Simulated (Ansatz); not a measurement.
Program: Ansatz. Geometries: PBE0-D4/def2-TZVP. ΔE: electronic, gas phase. CBS: MP2 limit from def2 TZ/QZ plus the TZ coupled-cluster correction, frozen cores. This one scheme is used for every species. Functionals use def2-TZVPP. Each species was taken in one conformer, which may not be the lowest.

Consider the silylene formation by 1,1-elimination: `O[SiH2][SiH2][SiH2]Cl` → `O[SiH2][SiH3]` + `[SiH]Cl`.

| level | ΔE (kJ/mol) |
| --- | --- |
| PBE-D4 | 206.9 |
| B2PLYP | 189.0 |
| PBE0 | 208.0 |
| HF/def2-TZVPP | 177.8 |
| CCSD/def2-TZVPP | 190.6 |
| CCSD(T)/def2-TZVPP | 194.2 |
| MP2/def2-QZVPP | 212.4 |
| CCSD/CBS(def2) | 197.3 |

Task: What does CCSD(T)/CBS give? (Best estimate.)

Result: Computed: +201.0 kJ/mol. The listed levels differ from it by 5.9, -12.0, 7.0, -23.2, -10.4, -6.8, 11.4, -3.7 kJ/mol.

Largest T1 diagnostic among the species: 0.013.

From PBE to PBE0 (25 % exact exchange), in def2-TZVPP and without D4, ΔE moves by +11.2 kJ/mol. In def2-TZVPP, CCSD(T) changes the Hartree–Fock value by +16.4 kJ/mol (the triples alone add +3.7 kJ/mol) and MP2 by +30.8 kJ/mol.
